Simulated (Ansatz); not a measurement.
CH5NSSi can be A, `C1N[SiH2]S1`, or B, `NC([SiH3])=S`.

Computed with Ansatz on PBE0-D4/def2-TZVP structures; ΔE is electronic, products minus reactants. CBS: MP2 limit from def2 TZ/QZ plus the TZ coupled-cluster correction, frozen cores. DFT in def2-TZVPP. Each species was taken in one conformer, which may not be the lowest.

A:

```xyz
9

C     0.728   -0.612    0.748
N    -0.430   -0.708   -0.122
Si   -0.605    0.926   -0.616
S     0.979    1.222    0.785
H     1.625   -1.092    0.347
H     0.543   -0.972    1.764
H    -0.639   -1.587   -0.561
H    -0.298    1.240   -2.041
H    -1.902    1.583   -0.304
```

B:

```xyz
9

N     1.4665   -0.1119    0.4870
C     0.3711   -0.6102   -0.0907
Si   -1.1760    0.4678   -0.2516
S     0.2573   -2.1348   -0.6917
H     2.2902   -0.6900    0.5713
H     1.4961    0.8283    0.8428
H    -2.2816   -0.1818    0.4874
H    -1.5019    0.6130   -1.6879
H    -0.9217    1.8196    0.3335
```

(1) Which is lower in electronic energy at CCSD(T)/CBS, and by how much? (An estimate is asked.)

(2) Give E(B) − E(A) in kcal/mol with CCSD(T)/def2-SVP, PBE-D4, MP2/def2-TZVPP, ωB97M-V, LDA (SPW92), HF/def2-TZVPP, CCSD/def2-TZVPP. (Estimate.)

(3) Does the order hold for the free energy at 298.15 K (harmonic terms from PBE0-D4)? (An estimate is asked.)

Largest T1 diagnostic: 0.018.

## Answers

(1) Computed: A, by 20.2 kcal/mol.

(2) Ansatz gave: CCSD(T)/def2-SVP 13.6, PBE-D4 15.1, MP2/def2-TZVPP 21.0, ωB97M-V 20.1, LDA (SPW92) 17.4, HF/def2-TZVPP 20.0, CCSD/def2-TZVPP 20.7. None reverses the order clearly.

(3) Ansatz gave: Yes: G(B) − G(A) = +17.3 kcal/mol, for one conformer each.

From PBE to PBE0 (25 % exact exchange), in def2-TZVPP and without D4, E(B) − E(A) moves by +4.7 kcal/mol. At CCSD(T), def2-SVP lies −6.6 kcal/mol from the extrapolated value and def2-TZVPP −1.0 kcal/mol.
